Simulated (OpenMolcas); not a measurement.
An OpenMolcas run meant for Dy3+ (ANO-R2, X2C; inactive shells 1s 2s 2p 3s 3p 3d 4s 4p 4d 5s 5p; intended active space 9 electrons in 7 orbitals (4f)). One step of its input:

```
&RASSCF
FileOrb=start.orb
Symmetry=2
Spin=7
nActEl=9 0 0
Inactive=15 12
Ras2=0 7
CIRoot=21 21 1
SDav=21
CIMx=300
Iter=50 100
PrWF=0.3
OrbListing=Nothing
MaxOrb=0
Atom
>>> COPY $Project.JobIph JOB001
```

Lines from the output:

```
--- SEWARD ---
Basis set label: DY.ANO-R...8S7P4D3F1G.

      Electronic valence basis set:
      ------------------
      Associated Effective Charge  66.000000 au
      Associated Actual Charge     66.000000 au
      Nuclear Model: Finite nucleus - Gaussian distribution
        Gaussian exponent, Xi/bohr**(-2):  1.58618E+08

      Shell  nPrim  nBasis  Cartesian Spherical Contaminant
         s      25       8        X
         p      19       7        X
         d      12       4                 X
         f      10       3                 X
         g       5       1                 X
                  Relativistic X2C integrals
                  Atomic mean-field integrals
--- RASSCF ---

 Nr of active orbitals     NAC=   7
 Spin degeneracy         ISPIN=   7
 There can be no such wave function.
 ************************************************
--- Stop Module: rasscf at  /rc=_RC_INPUT_ERROR_ ---
.####################.
.# User input error #.
.####################.
```

Problem. What is wrong with the input?

Solution. The spin multiplicity does not fit the number of active electrons: an even count needs an odd multiplicity and the reverse.
